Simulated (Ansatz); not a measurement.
The same path of C2H7Ga (10 atoms, charge 0, multiplicity 1) was run twice with different band settings. Lost on the way: Ga1–H2, Ga1–H3. Made: H2–H3.

Computed with RKS PBE0-D4/def2-mTZVP in Ansatz.

Relaxed end points:

```xyz
10
Properties=species:S:1:pos:R:3
Ga 0.213 0.039 0.110
H 0.201 0.023 1.689
H 1.600 0.105 -0.643
C -1.484 -0.029 -0.903
H -1.993 -0.958 -0.614
H -2.131 0.769 -0.518
C -1.359 0.063 -2.418
H -2.333 0.004 -2.913
H -0.896 1.003 -2.730
H -0.741 -0.742 -2.824
```

```xyz
10
Properties=species:S:1:pos:R:3
Ga -0.353 0.247 -0.188
H 3.041 -0.084 2.426
H 2.487 0.020 1.937
C -2.044 0.010 -1.324
H -2.523 -0.943 -1.055
H -2.770 0.790 -1.053
C -1.752 0.051 -2.823
H -2.652 -0.079 -3.433
H -1.304 1.003 -3.125
H -1.052 -0.736 -3.126
```

Common settings: movable images 9; climbing image yes; spring 5.0 eV/Å²; optimiser quadratic models (default); force threshold 0.05 eV/Å; iteration limit 60; end points relaxed.

| run | start path |
| --- | --- |
| 1 | through a guess of the saddle point |
| 2 | straight line |

Problem. What does each run give, and how far can it be trusted?

Solution. Run 1: converged after 19 iterations, highest image 2.607 eV above the first end. A structure lower than the last end lies on the path between it and the top, so the climb from that side starts below the end, which may itself be a saddle point or a shallow side well. Neighbouring images differ by up to 1.7 eV, so the band resolves the path poorly. A vibrational analysis at the climbing image gives one clearly imaginary mode, 1282i cm⁻¹: a first-order saddle point.
Run 2: converged after 18 iterations, highest image 2.607 eV above the first end. A structure lower than the last end lies on the path between it and the top, so the climb from that side starts below the end, which may itself be a saddle point or a shallow side well. Neighbouring images differ by up to 1.7 eV, so the band resolves the path poorly. Another band between the same ends (9 images) ends at a top of the same energy, where a vibrational analysis finds 1 clearly imaginary mode.
The orbitals stay closed-shell, which can raise the energy where a bond breaks towards radicals; this wasn't checked here.
